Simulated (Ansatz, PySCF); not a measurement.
Bond stretch in BeH (cation, charge +1), singlet.

Methods: RCCSD = CCSD on RHF/cc-pVTZ, frozen core run with Ansatz (a quantum-chemistry and plane-wave program); RHF/3-21G = restricted Hartree-Fock/3-21G (PySCF 2.14.0); UHF/3-21G = unrestricted Hartree-Fock/3-21G run with PySCF.

Energies are in eV, each relative to the lowest point of its own curve near equilibrium.

```tsv
R / Å	RCCSD	RHF/3-21G	UHF/3-21G
1.07	0.733	0.803	0.803
1.13	0.381	0.422	0.422
1.21	0.110	0.124	0.124
1.24	0.055	0.062	0.062
1.29	0.006	0.007	0.007
1.33	0.000	0.000	0.000
1.38	0.027	0.030	0.030
1.41	0.057	0.065	0.065
1.43	0.083	0.094	0.094
1.54	0.284	0.326	0.326
1.65	0.548	0.637	0.637
1.79	0.920	1.088	1.014
1.99	1.443	1.755	1.353
2.19	1.899	2.390	1.560
2.38	2.247	2.941	1.690
2.66	2.615	3.648	1.816
2.88	2.803	4.117	1.879
3.24	2.976	4.734	1.944
3.62	3.054	5.211	1.980
3.98	3.084	5.532	1.998
4.68	3.102	5.902	2.013
5.23	3.106	6.048	2.016
```

At the longest distance, 5.23 Å, RHF/3-21G lies highest above its minimum (6.048 eV) and UHF/3-21G lowest (2.016 eV).

With two correlated electrons CCSD is exact in the basis where it finds the lowest root (RCCSD). The restricted form behind RHF/3-21G keeps the bonding electrons paired and can't separate into open-shell fragments. The unrestricted determinant behind UHF/3-21G is spin-contaminated at 1.79 to 5.23 Å (<S²> up to 1.0, against 0.00 for a pure singlet).
